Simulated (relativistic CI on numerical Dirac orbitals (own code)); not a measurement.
## Radial parameters of Se²⁸⁺

Method of calculation: Dirac-Coulomb-Breit CI, KLI orbitals optimised for each configuration, model QED (radiative potential, 1s self-energy scaled to tabulated hydrogen-like ionisation energies), unscaled Slater integrals (own radial code, finite nucleus).

Slater integrals F^k, G^k are unscaled and averaged over j, outside the closed core 1s2; ζ comes from projecting the Hamiltonian with its Breit term on Σ l·s of the shell.

- 2s2 2p2: F^2(2p,2p) = 603000, ζ(2p) = 252320 cm⁻¹; <r>(2p) = 0.1583, <r^2>(2p) = 0.03029 (bohr units).
- 2s 2p3: F^2(2p,2p) = 601770, G^1(2s,2p) = 640530, ζ(2p) = 250480 cm⁻¹; <r>(2s) = 0.1843, <r^2>(2s) = 0.03982, <r>(2p) = 0.1586, <r^2>(2p) = 0.03042 (bohr units).
- 2p4: F^2(2p,2p) = 599870, ζ(2p) = 248690 cm⁻¹; <r>(2p) = 0.1591, <r^2>(2p) = 0.0306 (bohr units).

Averages of the first 10 configurations, taken without configuration mixing, which lowers the lowest level and can move excited configurations by several eV; other configurations of the list can lie among them:

```tsv
Configuration	Parity	States	Average energy above the lowest level (eV)
2s2 2p2	even	15	64.0
2s 2p3	odd	40	203.3
2p4	even	15	368.5
2p3 3s	odd	40	2077.0
2p3 3p	even	120	2117.8
2p3 3d	odd	200	2158.2
2s2 2p 3s	odd	12	1807.3
2s2 2p 3p	even	36	1852.0
2s2 2p 3d	odd	60	1892.7
2s 2p2 3s	even	60	1929.0
```
